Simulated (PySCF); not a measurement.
## NMR data sheet: C8H9FO

| Item | Value |
| --- | --- |
| Formula | C8H9FO |
| SMILES | C#C[C@@H](C)[C@]1(F)C=COC1 |
| Point group of the computed structure | C1 |
| Degrees of unsaturation | 4 |
| Carbon signals | 8 |
| Proton signals | 7 |

Bonds (- single, = double, # triple, : aromatic): C1#C2, C2-C3, C3-C4, C3-C5, C5-F6, C5-C7, C7=C8, C8-O9, O9-C10, C10-C5. C1 carries H11; C3 carries H12; C4 carries H13, H14, H15; C7 carries H16; C8 carries H17; C10 carries H18, H19. Stereochemistry as in C#C[C@@H](C)[C@]1(F)C=COC1. H18 is pro-R; H19 is pro-S.

Calculated, not measured (PySCF): PBE0-D3(BJ)/def2-SVP geometry, shielding tensors at PBE0/pcSseg-1 (GIAO). A single conformation, isolated molecule, equivalent nuclei averaged, no relativistic terms.

Shifts are taken against calculated references (same method and geometry level): $^{1}$H (σref 31.27) and $^{13}$C (σref 184.41) against TMS; CFCl3 for $^{19}$F (σref 177.25); $^{17}$O (σref 334.56) against H2O.

| carbon | δC, type | δH (multiplicity) | HMBC from (2–3 bonds) | span of the C tensor (ppm) |
| --- | --- | --- | --- | --- |
| C1 | 79.7, CH | 2.04 (d) | H12 | 210 |
| C2 | 88.2, C | – | H12, H11, H13/H14/H15 | 303 |
| C3 | 35.7, CH | 2.87 (m) | H16, H18, H19, H11, H13/H14/H15 | 32 |
| C4 | 16.7, CH3 | 1.23 (d) | H12 | 30 |
| C5 | 106.2, C | – | H17, H16, H18, H19, H12, H13/H14/H15 | 55 |
| C7 | 106.6, CH | 5.16 (m) | H17, H18, H19, H12 | 152 |
| C8 | 161.2, CH | 6.58 (m) | H16, H18, H19 | 169 |
| C10 | 77.3, CH2 | H18 4.45 (m); H19 4.31 (m) | H17, H16, H12 | 68 |

Other nuclei:
```tsv
atoms	nucleus	environment	δ (ppm)	σ (ppm)
F6	$^{19}$F	fluorine on an sp3 carbon	-138.3	315.5
O9	$^{17}$O	ether oxygen	142.7	191.8
```

- Carbon types of the structure: 2 × C, 4 × CH, 1 × CH2, 1 × CH3, which accounts for all hydrogens.
- δC 106.6: β carbon of an enol-ether or enamine type C=C; the O or N lone pair pushes π density onto this β carbon and shields it.
- δC 106.2: allylic fully substituted sp3 carbon bonded to F; the inductive effect lowers its shielding.
- δC 88.2: alkyne carbon; sp carbons lie upfield of alkene carbons because the cylindrical π system leaves one tensor component strongly shielded.
- δC 79.7: terminal alkyne carbon; sp carbons lie upfield of alkene carbons because the cylindrical π system leaves one tensor component strongly shielded.
- δC 77.3: sp3 CH2 bonded to O; deshielded by the electronegative neighbour.

Splittings by $^{19}$F in the carbon and heteronuclear signals aren't shown, as no couplings were computed. Shifts are as computed. Against solution values, carbons near 30 ppm lie about +2 ppm off and those near 130 ppm about +5 ppm. Of 1309 compounds with measured shifts, 239 miss one by over three times the rms of a fit or turn the order of signals round; such compounds aren't used in these exercises. Unscaled 19F shifts against computed CFCl3 carry errors that often reach 10 to 50 ppm. Experimental scales use liquid or dissolved standards, which lie at an offset from isolated H2O (liquid H2O: subtract about 36 ppm). No couplings were computed; multiplicities are counted from neighbouring protons, with m where these are inequivalent, close in shift, in a saturated or five-membered ring or joined by F or P, and br s for small geminal =CH2 splittings.
